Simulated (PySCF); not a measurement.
H₈OSeSi₃.
Atom-mapped SMILES: `[OH:1][Si@H:2]([SiH3:3])[Se:4][SiH3:5]` (hydrogens: H6 on O1; H7 on Si2; H8, H9, H10 on Si3; H11, H12, H13 on Si5)

The calculation used PySCF 2.14.0, PBE0-D3(BJ)/def2-SVP geometry optimisation, gas phase.

**Question.** Give the optimised bond lengths and angles.

**Answer.** 
```json
{"bond": "O1–Si2", "length (bohr)": "3.147"}
{"bond": "Si2–Si3", "length (bohr)": "4.412"}
{"bond": "Si2–Se4", "length (bohr)": "4.347"}
{"bond": "Se4–Si5", "length (bohr)": "4.318"}
{"bond": "O1–H6", "length (bohr)": "1.821"}
{"bond": "Si2–H7", "length (bohr)": "2.836"}
{"bond": "Si3–H8, Si3–H9, Si3–H10", "length (bohr)": "2.824"}
{"bond": "Si5–H11, Si5–H12, Si5–H13", "length (bohr)": "2.820"}
```

Bonds in one row agree within 0.02 bohr and their mean is given. A selection of angles:
```json
{"angle": "Si2–O1–H6", "degrees": "116.2"}
{"angle": "O1–Si2–Si3", "degrees": "106.6"}
{"angle": "O1–Si2–Se4", "degrees": "110.6"}
{"angle": "O1–Si2–H7", "degrees": "112.1"}
{"angle": "Si3–Si2–Se4", "degrees": "109.5"}
{"angle": "Si3–Si2–H7", "degrees": "112.7"}
{"angle": "Se4–Si2–H7", "degrees": "105.4"}
{"angle": "Si2–Si3–H8", "degrees": "108.6"}
{"angle": "Si2–Si3–H9", "degrees": "111.4"}
{"angle": "H8–Si3–H9", "degrees": "109.1"}
{"angle": "Si2–Se4–Si5", "degrees": "94.5"}
{"angle": "Se4–Si5–H11", "degrees": "106.1"}
{"angle": "Se4–Si5–H12", "degrees": "111.0"}
{"angle": "H11–Si5–H12", "degrees": "110.1"}
```

Torsions: O1–Si2–Se4–Si5 -129° (anticlinal); H6–O1–Si2–Si3 172° (antiperiplanar).

Si2 (oxygen-bound silicon) is distorted tetrahedral (angles from 105.4° to 112.7°). Si5 (SiH3 silicon) is tetrahedral (angles from 106.1° to 111.1°). Si3 (SiH3 silicon) is tetrahedral (angles from 108.6° to 111.4°).

Point group: C1 (no symmetry element, even within 0.4 Å). No PBE0-D3(BJ)/def2-SVP frequencies stand behind this structure, so it isn't proved a minimum. The numbers are those of one conformer (H–O1–Si2–Si3 172°, O1–Si2–Se4–Si5 -129°).

On one thread of an Arm Neoverse V2, shared host with 96 logical CPUs at a one-minute load of 57, this took 2.6 min of wall time and 0.57 GiB of memory at its peak. These figures are those of the optimisation.
